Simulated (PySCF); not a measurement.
Species: C6H7NO.
Structure used (PBE0-D3(BJ)/def2-SVP), in Å, numbered top down from 1:
```xyz
15
C6H7NO angstrom
C      2.1910   -0.3537   -0.2943
O      1.1730    0.6095   -0.2672
C     -0.1051    0.1965   -0.1970
C     -1.0959    1.1854   -0.1863
C     -2.4244    0.7971   -0.1133
C     -2.7253   -0.5668   -0.0531
N     -1.7908   -1.5076   -0.0637
C     -0.5126   -1.1441   -0.1338
H      2.1972   -0.9709    0.6212
H      3.1394    0.1941   -0.3594
H      2.1023   -1.0197   -1.1705
H     -0.7956    2.2342   -0.2360
H     -3.2235    1.5418   -0.1031
H     -3.7658   -0.9047    0.0059
H      0.2221   -1.9552   -0.1396
```

Linear response at CAM-B3LYP/def2-SVPD (PySCF, frozen core in the response, non-relativistic).

Static isotropic polarisability: 80.47 au (11.92 Å³), principal values 50.9, 82.3, 108.2 au.

Q: What is the polarisability at 1064 nm and at the sodium D line?

A: 81.39 au at 1064 nm (+1.1 %), 83.65 au at 589.3 nm (+4.0 %). The rise at 589.3 nm is 3.45 times that at 1064 nm; a pure ω² law gives 3.26. The lowest singlet lies at 248 nm, shorter than both wavelengths.

Q: What is the isotropic C6 coefficient between two such molecules, C6 = (3/π)∫α(iω)² dω?

A: 2553 au (Eh·bohr⁶) by a ten-point quadrature over imaginary frequencies, which is 1530 eV·Å⁶ or 147 J·nm⁶/mol.

Q: Which effective excitation energy ω̄ makes London's formula C6 = (3/4)α²ω̄ exact here?

A: ω̄ = 4·C6/(3α²) = 0.526 Eh = 14.3 eV. A one-pole form α(ω) = α/(1 − ω²/ω̄²) fitted to the 1064 nm value gives 11.0 eV. London's choice of the ionisation energy (8.78 eV, ΔSCF at the same level) gives C6 = 1570 au, 39 % too low.

Q: How many electrons N does the Slater–Kirkwood formula C6 = (3/4)·√N·α^(3/2) need to give this C6?

A: N = (4·C6/3)²/α³ = 22.2; the species has 58 electrons in all.

Q: What molar refraction at the D line follows from R = (4π/3)·N_A·α′, with α′ the polarisability volume?

A: α′ = 12.40 Å³ gives R = 31.27 cm³/mol, for isolated, non-vibrating species.

Q: What three-body coefficient follows from the one-pole estimate C9 = (3/4)·α·C6?

A: 154000 au. This is an estimate from the two numbers above, not a computed integral.

Cost: about 1.8 min of CPU time on one thread; the machine was shared, so the figure is rough. This is the whole response run at CAM-B3LYP/def2-SVPD, SCF included.

One conformer stands for the species.
